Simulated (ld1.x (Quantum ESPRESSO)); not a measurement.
**What one change does to a pseudopotential (Tl, TM)**

ld1.x (Quantum ESPRESSO) 7.5 input, shortened:

```
&input
   title='Tl', zed=81., rel=2, dft='PZ', iswitch=3,
   config='[Xe] 4f14 5d10 6s2 6p0 6d-2', rel_dist='average'
 /
 &inputp
   pseudotype=2, tm=.true., lloc=-2, rcloc=1.50,
   nlcc=.true., new_core_ps=.true., rcore=1.35
 /
3
6S  1  0   2.00   0.00  1.80  1.80  0.0
6P  2  1   0.00   0.00  2.35  2.35  0.0
6D  3  2  -2.00   0.35  2.45  2.45  0.0
 &test
   configts(1)='6s2 6p0'
 /
```

Open shells are filled in proportion to 2j + 1 (rel_dist='average').

Change: wave 6d channel at 0.35 Ry: rc 2.45 bohr becomes 6d channel at 1.64 Ry: rc 2.45 bohr.

Cutoffs: the cutoffs (Ry, on a coarse ladder) from which the occupation-weighted sum of valence levels, in a spherical-Bessel basis at the reference potential, stays within 10 and 1 mRy of its value at 400 Ry; they do not see the model core or the augmentation charge, which bear on the density cutoff. Errors are all-electron minus pseudo energies relative to the spin-unpolarised reference configuration.

How do hardness, ghosts and transferability respond?

The potential gets neither clearly harder nor softer (25 Ry and 50 Ry → 25 Ry and 50 Ry); the bound ghosts move from d, s to s; the errors of the 7 common tests hardly move; the range in which the d3/2 phases agree widens (upper end 0.6 → 2.0); the range in which the d5/2 phases agree widens (upper end 0.6 → 1.9).

```csv
quantity,base,changed
"cutoff, loose",25 Ry,25 Ry
"cutoff, tight",50 Ry,50 Ry
bound ghosts,"d5/2, s",s
"error for 6s2 6p1, meV [ΔE -5.52 eV]",-27,-27
"error for 6s1 6p0, meV [ΔE 21.20 eV]",-221,-221
"error for 6s2 6p0.5, meV [ΔE -3.50 eV]",-10.0,-10.0
"error for 6s1 6p1, meV [ΔE 8.25 eV]",-44,-44
"error for 6s1 6p2, meV [ΔE 1.84 eV]",-17,-17
"error for 6s0 6p3, meV [ΔE 9.61 eV]",-90,-90
"error for 6s2 6p1.3, meV [ΔE -6.09 eV]",-35,-35
s: phases at 2.65 bohr within 0.05 rad from the reference energy up to (Ry; the scan ends near 5),3.8,3.8
p1/2: phases at 2.65 bohr within 0.05 rad from the reference energy up to (Ry; the scan ends near 5),0.7,0.7
p3/2: phases at 2.65 bohr within 0.05 rad from the reference energy up to (Ry; the scan ends near 5),-0.2,-0.2
d3/2: phases at 2.65 bohr within 0.05 rad from the reference energy up to (Ry; the scan ends near 5),0.6,2.0
d5/2: phases at 2.65 bohr within 0.05 rad from the reference energy up to (Ry; the scan ends near 5),0.6,1.9
```

 A true bound ghost makes a file unfit for plane-wave use even where its test errors are small: the radial tests pick states by their node count and pass the ghost by.
